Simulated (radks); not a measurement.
The numbers below are computed, except where a source is named.
Spherical quantum dot in the effective-mass picture: electrons in a hard-walled sphere of radius 9.35, all in effective atomic units (hartree* = m*/eps^2 hartree, bohr* = eps/m* bohr), one dielectric constant everywhere. Level of theory: non-relativistic Kohn-Sham, LDA (Slater exchange, Perdew-Wang correlation), spin-polarised, spherical densities (a radial shooting solver with Libxc functionals). Levels are named by radial order and angular momentum (1s, 1p, 1d, 2s, ...), and open shells are averaged over m.

N = 4, configuration 1s2 1p(up 2, down 0). This is the lowest configuration that the search found. Occupied and some empty levels:

| level | occupation | eigenvalue (hartree*) | <r> (bohr*) |
|---|---|---|---|
| 1s up | 1 | 0.53017 | 5.796 |
| 1s down | 1 | 0.55034 | 5.767 |
| 1p up | 2 | 0.56667 | 6.151 |
| 1p down | 0 | 0.58741 | 6.154 |
| 1d up | 0 | 0.62593 | 6.437 |
| 1d down | 0 | 0.64667 | 6.450 |
| 1f up | 0 | 0.70426 | 6.670 |
| 1f down | 0 | 0.72470 | 6.686 |
| 2s up | 0 | 0.72911 | 4.353 |
| 2s down | 0 | 0.74174 | 4.331 |

Energy (hartree*): total 1.14375, kinetic 0.40514, external 0, Hartree 1.2140, exchange-correlation -0.47542.
